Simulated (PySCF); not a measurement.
## Working out the ionisation energy of W

W [Xe] 4f14 5d4 6s2 (5D) → W⁺ [Xe] 4f14 5d4 6s1 (6D). All numbers are calculated (PySCF 2.14, scalar relativity through the core potential, in aug-cc-pVDZ-PP with ECP60MDF). Frozen: 5s2 5p6. Energies in hartree (1 hartree = 27.21139 eV):

```csv
part,W (lower),W⁺ (upper)
UHF,-66.675859,-66.458713
MP2 opposite-spin,-0.044922,0.000000
MP2 same-spin,-0.040353,-0.039871
```

Q: What does Hartree-Fock give?

A: (-66.458713) − (-66.675859) = 0.217146 hartree = 5.909 eV.

Q: What do MP2 and SCS-MP2 (6/5 opposite-spin, 1/3 same-spin) give?

A: The opposite-spin parts differ by 1.222 eV and the same-spin parts by 0.013 eV. MP2: 5.909 + (1.222) + (0.013) = 7.144 eV. SCS-MP2: 5.909 + 1.2 × (1.222) + (0.013)/3 = 7.380 eV.

Measured between the centres of the two terms (NIST): 7.825 eV, so MP2 (valence) is off by -0.681 eV.

A double-zeta basis recovers only part of the correlation energy.

What remains against the reference includes basis incompleteness, the frozen core and correlation beyond second order.
